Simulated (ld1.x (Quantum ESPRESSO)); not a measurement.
**What one change does to a pseudopotential (Bi (Z = 83), TM semilocal)**

* Element: bismuth
* Generator: ld1.x (Quantum ESPRESSO) 7.5
* Type: norm-conserving Troullier–Martins (semilocal form)
* Functional: PBE
* Relativity: scalar-relativistic
* Frozen core: [Xe] 4f14
* Valence charge: 15
* Reference configuration: 5d10 6s2 6p3
* Partial waves: 6s (bound): rc 1.65 bohr; 5d (bound): rc 1.45 bohr; 6p (bound): rc 2.35 bohr
* Local potential: the p channel
* Core correction: none

All-electron outer shells of the reference configuration (PBE, scalar-relativistic, ld1.x):

```csv
shell,level (eV),outermost node (bohr),outermost maximum (bohr)
4f,-152.59,–,0.34
5p,-95.86,0.48,0.86
5d,-27.08,0.51,1.03
6s,-14.48,0.98,1.88
6p,-4.57,1.14,2.44
```

Change: wave 6p (bound): rc 2.35 bohr becomes 6p (bound): rc 2.92 bohr.

Cutoffs: the cutoffs (Ry, on a coarse ladder) from which the occupation-weighted sum of valence levels, in a spherical-Bessel basis at the reference potential, stays within 10 and 1 mRy of its value at 400 Ry; they do not see the model core or the augmentation charge, which bear on the density cutoff. Errors are all-electron minus pseudo energies relative to the spin-unpolarised reference configuration.

Question: How do hardness, ghosts and transferability respond?

Answer: The potential gets neither clearly harder nor softer (55 Ry and 100 Ry → 55 Ry and 100 Ry); the d channel sets the loose cutoff, while the largest relative change is in p, which becomes softer; of the 7 tests that both files solve, the error grows in 2 and shrinks in 2 by more than 15 % and 0.3 meV (median size 6.4 → 7.3 meV); neither file shows a bound ghost. A semilocal file is local in each channel, so a ghost entry of none says nothing of the separable form that plane-wave codes build from it.

```csv
quantity,base,changed
"cutoff, loose",55 Ry,55 Ry
"cutoff, tight",100 Ry,100 Ry
loose cutoff by channel (10 mRy a level),"s 25 Ry, d 50 Ry, p 8 Ry","s 25 Ry, d 50 Ry, p 6 Ry"
bound ghosts,none,none
"error for 5d10 6s2 6p2, meV [ΔE 7.91 eV]",-2.7,-1.7
"error for 5d10 6s2 6p1, meV [ΔE 23.16 eV]",-6.4,-7.3
"error for 5d10 6s2 6p0, meV [ΔE 46.50 eV]",-11,-34
"error for 5d10 6s2 6p3.3, meV [ΔE -1.09 eV]",+0.6,+0.7
"error for 5d10 6s0 6p5, meV [ΔE 20.50 eV]",-11,+24
"error for 5d10 6s1 6p4, meV [ΔE 10.08 eV]",-3.8,+4.3
"error for 5d9 6s2 6p3, meV [ΔE 33.32 eV]",-79,-28
```
